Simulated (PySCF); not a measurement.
CH$_{3}$AlF$_{2}$, charge +1, doublet, at a GFN2-xTB geometry (such geometries of metal compounds can be far from the true shape) (a state made from the parent by changing its charge; the spin is typed, not shown lowest); PBE0/def2-SVPD run with PySCF.

Here is a job for PySCF.
```python
from pyscf import gto, scf, dft

mol = gto.Mole()
mol.atom = '''
    Al    0.165827    0.133263    0.005304
    C    -1.494241   -1.159365   -0.060576
    H    -1.154082   -1.983888   -0.700429
    H    -2.282821   -0.524744   -0.485238
    H    -1.633589   -1.452510    0.988070
    F    -0.155471    1.613635   -0.578320
    F     1.475492   -0.593089    0.632998
'''
mol.basis = 'def2-svpd'
mol.charge = 1
mol.spin = 1
mol.verbose = 4
mol.build()

mf = dft.UKS(mol)
mf.xc = 'pbe0'
mf.grids.atom_grid = (99, 590)
mf.grids.prune = None
mf.kernel()
```

It wrote (shortened):

```
PySCF version 2.14.0

[INPUT] verbose = 4
[INPUT] num. atoms = 7
[INPUT] num. electrons = 39
[INPUT] charge = 1
[INPUT] spin (= nelec alpha-beta = 2S) = 1
[INPUT] symmetry False subgroup None
[INPUT] Mole.unit = angstrom
[INPUT] Symbol           X                Y                Z      unit          X                Y                Z       unit  Magmom
[INPUT]  1 Al     0.165827000000   0.133263000000   0.005304000000 AA    0.313367614058   0.251830572538   0.010023107365 Bohr   0.0
[INPUT]  2 C     -1.494241000000  -1.159365000000  -0.060576000000 AA   -2.823706254096  -2.190882328406  -0.114472049722 Bohr   0.0
[INPUT]  3 H     -1.154082000000  -1.983888000000  -0.700429000000 AA   -2.180898905290  -3.749004981811  -1.323618979703 Bohr   0.0
[INPUT]  4 H     -2.282821000000  -0.524744000000  -0.485238000000 AA   -4.313906481406  -0.991622445509  -0.916966925232 Bohr   0.0
[INPUT]  5 H     -1.633589000000  -1.452510000000   0.988070000000 AA   -3.087035810102  -2.744846093192   1.867181691899 Bohr   0.0
[INPUT]  6 F     -0.155471000000   1.613635000000  -0.578320000000 AA   -0.293797610312   3.049328215013  -1.092866412358 Bohr   0.0
[INPUT]  7 F      1.475492000000  -0.593089000000   0.632998000000 AA    2.788275778987  -1.120775777492   1.196192857397 Bohr   0.0

nuclear repulsion = 154.303790368813
number of shells = 48
number of NR pGTOs = 168
number of NR cGTOs = 114
basis = def2-svpd
ecp = {}

******** <class 'pyscf.dft.uks.UKS'> ********
method = UKS
initial guess = minao
damping factor = 0
level_shift factor = 0
DIIS = <class 'pyscf.scf.diis.CDIIS'>
diis_start_cycle = 1
diis_space = 8
diis_damp = 0
SCF conv_tol = 1e-09
SCF conv_tol_grad = None
SCF max_cycles = 50
direct_scf = True
direct_scf_tol = 1e-13
number electrons alpha = 20  beta = 19
XC library pyscf.dft.libxc version 7.1.2
    S. Lehtola, C. Steigemann, M. J. T. Oliveira, and M. A. L. Marques,  SoftwareX 7, 1–5 (2018)
XC functionals = pbe0
    C. Adamo and V. Barone,  J. Chem. Phys. 110, 6158 (1999)
    M. Ernzerhof and G. E. Scuseria,  J. Chem. Phys. 110, 5029 (1999)
radial grids:
    Treutler-Ahlrichs [JCP 102, 346 (1995); DOI:10.1063/1.469408] (M4) radial grids

becke partition: Becke, JCP 88, 2547 (1988); DOI:10.1063/1.454033
pruning grids: None
grids dens level: 3
symmetrized grids: False
atomic radii adjust function: <function treutler_atomic_radii_adjust>
User specified grid scheme (99, 590)
small_rho_cutoff = 0
Set gradient conv threshold to 3.16228e-05
tot grids = 408872
init E= -481.449230713991

cycle= 1 E= -481.055847328934  delta_E= 0.393  |g|= 0.549  |ddm|= 1.94
cycle= 2 E= -480.58980201897  delta_E= 0.466  |g|= 1.24  |ddm|= 1.32
cycle= 3 E= -481.180566789086  delta_E= -0.591  |g|= 0.0635  |ddm|= 0.886
cycle= 4 E= -481.182590050231  delta_E= -0.00202  |g|= 0.0302  |ddm|= 0.0921
cycle= 5 E= -481.183007796603  delta_E= -0.000418  |g|= 0.0126  |ddm|= 0.0393
cycle= 6 E= -481.183064704134  delta_E= -5.69e-05  |g|= 0.00505  |ddm|= 0.0121
cycle= 7 E= -481.183077009084  delta_E= -1.23e-05  |g|= 0.00164  |ddm|= 0.00565
cycle= 8 E= -481.183078993797  delta_E= -1.98e-06  |g|= 0.000424  |ddm|= 0.00244
cycle= 9 E= -481.183079181978  delta_E= -1.88e-07  |g|= 0.000107  |ddm|= 0.000941
cycle= 10 E= -481.183079194056  delta_E= -1.21e-08  |g|= 2.41e-05  |ddm|= 0.000231
cycle= 11 E= -481.183079194575  delta_E= -5.19e-10  |g|= 5.25e-06  |ddm|= 4.14e-05
Extra cycle  E= -481.183079194602  delta_E= -2.68e-11  |g|= 3.7e-06  |ddm|= 9.38e-06
converged SCF energy = -481.183079194602  <S^2> = 0.75329256  2S+1 = 2.0032899
```
